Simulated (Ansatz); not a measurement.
`CCCCCCCCCCC` and `CCCCCCC` differ in one atom or group.

Ansatz, PBE0-D4/def2-TZVP geometries, multiplicity 1. Each molecule was computed in one conformer, which needn't be the lowest.

```
                                        property  `CCCCCCCCCCC`
            HOMO–LUMO gap (PBE0/def2-TZVPP) / eV           9.47
size of the dipole moment (B3LYP/def2-TZVPP) / D           0.08
             HOMO energy (B3LYP/def2-TZVPP) / eV          -8.24
  size of the dipole moment (PBE/def2-TZVPP) / D           0.08
              LUMO energy (PBE0/def2-TZVPP) / eV           1.05
           HOMO energy (ωB97M-V/def2-TZVPP) / eV         -10.71
```

(1) What does the change do to each property? (Estimate.)

Answers

(1) Computed: 
| property | `CCCCCCC` | shift |
| --- | --- | --- |
| HOMO–LUMO gap (PBE0/def2-TZVPP) / eV | 9.79 | 0.32 |
| size of the dipole moment (B3LYP/def2-TZVPP) / D | 0.07 | -0.01 |
| HOMO energy (B3LYP/def2-TZVPP) / eV | -8.36 | -0.12 |
| size of the dipole moment (PBE/def2-TZVPP) / D | 0.08 | 0.00 |
| LUMO energy (PBE0/def2-TZVPP) / eV | 1.23 | 0.18 |
| HOMO energy (ωB97M-V/def2-TZVPP) / eV | -10.84 | -0.13 |

With PBE0 the HOMO falls by 0.14 eV and the LUMO rises by 0.18 eV, so the gap widens by about 0.32 eV. PBE moves the HOMO by -0.14 eV and ωB97M-V by -0.13 eV. Dipoles are sizes alone; their direction can turn.

B3LYP here is the variant with VWN-RPA as its local correlation; programs differ in this.
